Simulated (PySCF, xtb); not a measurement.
CH5NSn, SMILES [NH2][Sn][CH3] (connectivity only; charge and spin as stated), neutral, multiplicity 1.

xtb with GFN2-xTB at its own geometry gives an orbital gap of 3.33 eV and a dipole moment of 1.52 D.

The structure is a stationary point at B3LYP-D3(BJ)/def2-SVP. The def2 effective core potentials stand for the cores of Sn; spin–orbit coupling is left out. The values are those of a single conformer.

Q: What does PBE0/def2-TZVPD run with PySCF give? (The exact figures need the calculation; the answer reports its results.)

A: gap 4.47 eV (levels -6.25 and -1.78 eV), dipole 0.37 D.
